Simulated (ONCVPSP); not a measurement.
Configuration tests for O (Z = 8) (ONCV)

ONCVPSP 4.0.1 input, shortened (lines: element, Z, core and valence counts, functional; n l f; lmax; l rc ep ncon nbas qcut; lloc lpopt rc5 dvloc0; l nproj debl; icmod fcfact rcfact), PBE, non-relativistic:

```
  O 8.00    1    2        4      upf
    1    0    2.00
    2    0    2.00
    2    1    4.00
    1
    0    0.70    0.00    4    7    9.30
    1    2.15    0.00    4    7    5.40
    4    5    0.70    0.00
    0    2    3.90
    1    2    0.70
    2    0.15    0.85
```

Energies are relative to the spin-unpolarised reference configuration 2s2 2p4; without spin polarisation the order of configurations can differ from experiment.

```tsv
valence configuration	charge	ΔE all-electron (eV)	error AE − PS (meV)
2s2 2p1	+3	103.904	+4517
2s1 2p4	+1	31.608	-193
```

What are ΔE and the potential's error for 2s2 2p3?

ΔE = 16.439 eV all-electron; the error (AE − PS) is +200 meV.

What are ΔE and the potential's error for 2s2 2p2?

ΔE = 50.032 eV all-electron; the error (AE − PS) is +1352 meV.

Levels in the configuration 2s1 2p4:

```
level  all-electron (eV)  pseudo (eV)
   2s            -39.745      -40.161
   2p            -24.561      -24.547
```

These tests converged, but a pseudo level misses the all-electron one widely, so the file describes the atom poorly there or has found another state: 2s2 2p1: 2p by 4.6 eV.
